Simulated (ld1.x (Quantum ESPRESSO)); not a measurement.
Before and after: RRKJ potential for terbium

```
Element                 : Tb (Z = 65)
Generator               : ld1.x (Quantum ESPRESSO) 7.5
Type                    : norm-conserving RRKJ (Kleinman–Bylander form)
Functional              : PBE
Relativity              : scalar-relativistic
Frozen core             : [Kr] 4d10 4f8
Valence charge          : 11
Reference configuration : 5s2 5p6 5d1 6s0 6p0 (charge +2)
Partial waves           : 5p (bound): rc 1.70 bohr; 5d (bound): rc 2.65 bohr; 5s (bound): rc 1.80 bohr
Local potential         : the s channel
Core correction         : none
```

All-electron outer shells of the reference configuration (PBE, scalar-relativistic, ld1.x):

```csv
shell,level (eV),outermost node (bohr),outermost maximum (bohr)
5s,-65.20,0.64,1.18
5p,-41.76,0.69,1.33
4f,-22.88,–,0.55
6s,-15.24,1.56,3.01
5d,-15.18,0.77,1.85
6p,-10.83,1.84,3.72
```

Change: wave 5d (bound): rc 2.65 bohr becomes 5d (bound): rc 3.96 bohr.

Cutoffs: the cutoffs (Ry, on a coarse ladder) from which the occupation-weighted sum of valence levels, in a spherical-Bessel basis at the reference potential, stays within 10 and 1 mRy of its value at 400 Ry; they do not see the model core or the augmentation charge, which bear on the density cutoff. Errors are all-electron minus pseudo energies relative to the spin-unpolarised reference configuration.

**Question.** How do hardness, ghosts and transferability respond?

**Answer.** The potential gets neither clearly harder nor softer (50 Ry and 80 Ry → 50 Ry and 80 Ry); the p channel sets the loose cutoff, while the largest relative change is in d, which becomes softer; of the 7 tests that both files solve, the error grows in 1 and shrinks in 1 by more than 15 % and 0.3 meV (median size 473.3 → 452.0 meV); neither file shows a bound ghost at the reference potential, the only one tested.

| quantity | base | changed |
| --- | --- | --- |
| cutoff, loose | 50 Ry | 50 Ry |
| cutoff, tight | 80 Ry | 80 Ry |
| loose cutoff by channel (10 mRy a level) | p 40 Ry, d 15 Ry, s 40 Ry | p 40 Ry, d 10 Ry, s 40 Ry |
| bound ghosts | none | none |
| error for 5s2 5p6 5d1 6s2 6p0, meV [ΔE -19.01 eV] | +735 | +673 |
| error for 5s2 5p6 5d1 6s1 6p0, meV [ΔE -12.26 eV] | +473 | +452 |
| error for 5s2 5p6 5d0 6s0 6p0, meV [ΔE 19.88 eV] | -17 | +204 |
| error for 5s2 5p6 5d2 6s1 6p0, meV [ΔE -17.07 eV] | +323 | +340 |
| error for 5s2 5p6 5d1.5 6s1.5 6p0, meV [ΔE -18.08 eV] | +515 | +488 |
| error for 5s2 5p6 5d1 6s0 6p1, meV [ΔE -8.60 eV] | +35 | +24 |
| error for 5s2 5p6 5d1 6s1.5 6p0, meV [ΔE -16.29 eV] | +625 | +583 |

Base: These tests converged, but a pseudo level misses the all-electron one widely, so the file describes the atom poorly there or has found another state: 5s2 5p6 5d1 6s1.5 6p0: empty 6p by 2.4 eV. Changed file: These tests converged, but a pseudo level misses the all-electron one widely, so the file describes the atom poorly there or has found another state: 5s2 5p6 5d1 6s1.5 6p0: empty 6p by 2.4 eV.
